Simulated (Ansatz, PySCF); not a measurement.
System: C$_{2}$HClF$_{2}$, net charge 0, singlet state. 
Geometry from a B3LYP-D3(BJ)/def2-TZVP (Ansatz, a quantum-chemistry and plane-wave program) optimisation:
```xyz
6

C      0.4934    -0.5969     0.0116
C     -0.7993    -0.3316     0.0744
F     -1.7238    -1.2674     0.2000
F     -1.3440     0.8633     0.0232
Cl     1.6824     0.6366    -0.1521
H      0.8441    -1.6141     0.0623
```

Quantity: atomisation energy (electronic, to ground-state atoms), in kJ/mol. Cores are frozen in the correlated levels unless marked. UHF or UKS for open shells. Spin-orbit coupling is left out. Non-relativistic. The coupled-cluster limit lacks core correlation, which all-electron functionals hold. Basis-set limits of correlation are two-point, X^-3; Hartree-Fock from the larger set.

| level | program | atomisation energy (kJ/mol) | rough core time |
|---|---|---|---|
| HF-D3(BJ)/def2-TZVPD | PySCF + dftd3 | 1658.6 | - |
| r2SCAN-D3(BJ)/def2-TZVPD | Ansatz + dftd3 | 2366.2 | under 20 s |
| PBE0/def2-TZVPD | Ansatz | 2365.9 | under 20 s |
| BHLYP-D4/def2-TZVPD | Ansatz + dftd4 | 2192.7 | under 20 s |
| LC-wPBE-D4/def2-TZVPD | Ansatz + dftd4 | 2368.0 | under 20 s |
| MP2/6-31G* | Ansatz | 2254.4 | - |
| SCS-MP2/STO-3G | Ansatz | 1981.8 | - |
| CCSD/cc-pV(T+d)Z | Ansatz | 2197.7 | - |
| CCSD(T)/6-31G | Ansatz | 1843.1 | under 20 s |
| CCSD(T)/CBS(cc-pV(T+d)Z,cc-pV(Q+d)Z) | Ansatz | 2332.2 | 7 min |

Core times are rough, on shared machines, summed over the molecules involved; a dash marks a level read off another run, or run on other hardware, by another program or under a memory cap.
